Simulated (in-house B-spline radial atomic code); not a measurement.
The numbers below are computed, except where a source is named.
# Stopping of slow ions oscillates with Z: Al to Ni at r_s = 3.3

A nucleus sits in a uniform electron gas with a rigid positive background. The Kohn-Sham equations are solved self-consistently in the spin-unpolarised LDA (PW92), non-relativistic, on B-splines with outgoing waves at the boundary and partial waves to l = 8. The model has no lattice, no bands and no magnetic solution. Atomic units; δ_l are the phase shifts at the Fermi level, counted so that each bound state adds π, and good to about 0.0005. A narrow, partly filled d or f resonance in a thin gas would split by spin, so such rows rest on a solution that is probably unstable.

The density parameter is r_s = 3.3 bohr. The friction coefficient Q = n k_F σ_tr gives dE/dx = Q v for slow ions.

```tsv
ion	δ0/π	δ1/π	δ2/π	δ3/π	σ_tr (bohr²)	Q (a.u.)
Al	2.349	1.350	0.020	0.001	55.46	0.2143
Si	2.443	1.487	0.017	0.001	74.64	0.2884
P	2.520	1.621	0.020	0.002	71.03	0.2744
S	2.597	1.742	0.031	0.004	54.17	0.2093
Cl	2.689	1.846	0.050	0.004	37.19	0.1437
Ar	2.798	1.938	0.076	0.002	25.64	0.0991
K	2.907	2.015	0.113	-0.001	24.62	0.0951
Ca	2.982	2.054	0.181	-0.006	46.97	0.1815
Sc	3.016	2.057	0.276	-0.008	98.13	0.3791
Ti	3.036	2.050	0.377	-0.009	152.52	0.5892
V	3.052	2.042	0.478	-0.009	182.83	0.7063
Cr	3.066	2.035	0.578	-0.008	176.80	0.6831
Mn	3.080	2.031	0.676	-0.007	138.99	0.5370
Fe	3.095	2.030	0.772	-0.006	86.40	0.3338
Co	3.115	2.035	0.863	-0.005	40.30	0.1557
Ni	3.151	2.058	0.939	-0.003	16.72	0.0646
```

(1) Where are the largest and smallest frictions, and what do the phase shifts say there?

(2) At equal speed, Lindhard and Scharff's formula, with silicon as an example target, scales as Z^(7/6)/(Z^(2/3) + 14^(2/3))^(3/2). How does its rise from the first ion to the last compare?

Answers

(1) Largest: V, Q = 0.7063; smallest: Ni, Q = 0.0646, a ratio of 10.9. For the largest δ2/π = 0.48: the d resonance is about half filled and sits at the Fermi level, where it scatters most. For the smallest, which lies at the edge of the table, the differences δ_l − δ_(l+1), measured from the nearest multiple of π, are 0.09π, 0.12π, 0.06π; σ_tr grows with the sines of these.

(2) It rises smoothly by 0.8374/0.5222 = 1.60, while Q changes by 0.065/0.214 = 0.30. The statistical formula averages over shells, so it can't show the oscillation.
